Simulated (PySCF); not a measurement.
C2H8OSi3, SMILES [Si@H]1([Si@@H]([SiH3])C=C1)O.

The structure is a stationary point at B3LYP-D3(BJ)/def2-SVP. The structure was generated by enumeration; whether it is a known compound was not checked. The values are those of a single conformer.

Level of theory: HF/def2-TZVP (PySCF).

Task: Estimate the frontier levels, gap, dipole moment and polarisability. (An estimate is asked for; the answer gives what the named calculation found.)

Result: 
```json
{
  "highest_occupied_level": "-9.68 eV",
  "lowest_empty_level": "2.51 eV",
  "orbital_gap": "12.19 eV",
  "dipole_moment": "1.67 D",
  "quadrupole, principal values (traceless, Buckingham form, about the centre of nuclear charge)": "-8.01, 3.76, 4.26 D·Å",
  "mean_static_polarisability": "102.1 bohr³ (15.13 Å³)",
  "polarisability_principal_values": "86.2, 93.5, 126.6 bohr³"
}
```
